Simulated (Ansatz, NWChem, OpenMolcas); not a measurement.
## GeH2Cl2O (SMILES [OH][GeH]([Cl])[Cl]): methods side by side

The species is GeH2Cl2O (6 atoms), meant as a singlet with charge 0. As SMILES, `[OH][GeH]([Cl])[Cl]`. Geometry: relaxed at PBE0-D4/def2-TZVP. This is one conformer, not always the lowest.

Each level gives the HOMO–LUMO gap (eV). The values are calculated.

| level | kind | program | value (eV) | CPU time |
| --- | --- | --- | --- | --- |
| HF/cc-pVDZ | Hartree–Fock | OpenMolcas | 15.89 | 9.8 s |
| SVWN5/cc-pVDZ | LDA | OpenMolcas | 5.73 | 23 s |
| M06-2X/cc-pVDZ | hybrid meta-GGA | NWChem | 11.11 | 2.1 min |
| HSE06/cc-pVDZ | range-separated hybrid | Ansatz | 7.64 | 4.5 s |
| wB97M-V/cc-pVDZ | range-separated hybrid | Ansatz | 12.81 | 27 s |
| wB97X/cc-pVDZ | range-separated hybrid | Ansatz | 13.07 | 12 s |
| B2PLYP/cc-pVDZ | double hybrid | Ansatz | 11.13 | 6.3 s |
| PBE-QIDH/cc-pVDZ | double hybrid | Ansatz | 12.90 | 5.2 s |

All-electron rows without a relativistic Hamiltonian named are non-relativistic. The values span 5.73 to 15.89 eV. Orbital gaps aren't excitation energies, and those of double hybrids come from the SCF part alone; they tend to grow with the share of exact exchange. Times are those of the runs behind each value, whatever else they computed, on shared processors of several kinds: orders of magnitude only.
